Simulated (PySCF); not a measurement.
**Correlation energy of Cr (chromium, neutral)**

[Ar] 3d4 4s2, high-spin 5D determinant (an excited configuration). Computed with PySCF 2.14 in aug-cc-pVDZ-DK, with the spin-free X2C one-electron Hamiltonian (Gaussian nucleus). Frozen: [Ar]; 6 electrons correlated.

```tsv
level	correlation energy (mhartree)
CCSD	-92.18
(T)	-2.64
CCSD(T)	-94.82
```

Diagnostics: T1 = 0.024, D1 = 0.0695, largest double amplitude 0.065.

Q: Is a single reference adequate?

A: Yes: T1 lies below 0.03 and no double amplitude reaches 0.07.
